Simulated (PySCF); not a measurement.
Compound: cyclo-(F2SiO)2.
Structure used (PBE0-D3(BJ)/def2-SVP), in Å, numbered top down from 1:
```
atom  x, y, z in Å
Si1   -0.3414   -0.8890   -0.7109
F2    -1.8141   -1.1238   -1.2564
F3     0.5610   -2.0618   -1.2860
O4     0.2615    0.6517   -0.9660
Si5    0.3748    0.8682    0.6898
F6    -0.5207    2.0447    1.2691
F7     1.8504    1.0952    1.2311
O8    -0.2333   -0.6708    0.9455
```

The closed-shell ground state was solved at several levels (PySCF, density fitting, gas phase, non-relativistic). The dipole stays under 0.02 D at every level.

```
              level  basis functions  total energy (Eh)  HOMO (eV)  LUMO (eV)  gap (eV)
     B3LYP/pcSseg-1              150         -1129.1950     -10.39      -1.14      9.25
CAM-B3LYP/def2-SVPD              186         -1128.5338     -12.33      -0.32     12.01
```

What might PBE0/pcSseg-1 (150 basis functions) give for the same quantities?

Total energy -1128.3786 Eh, HOMO -10.74 eV, LUMO -0.85 eV, gap 9.89 eV.

Over all these levels, which gives the widest orbital gap and which the narrowest?

CAM-B3LYP/def2-SVPD (range-separated hybrid) has the widest, 12.01 eV, and B3LYP/pcSseg-1 (global hybrid, 20 % exact exchange) the narrowest, 9.25 eV. Functional and basis both differ between the two, so the spread mixes both effects.

One conformer stands for the species.
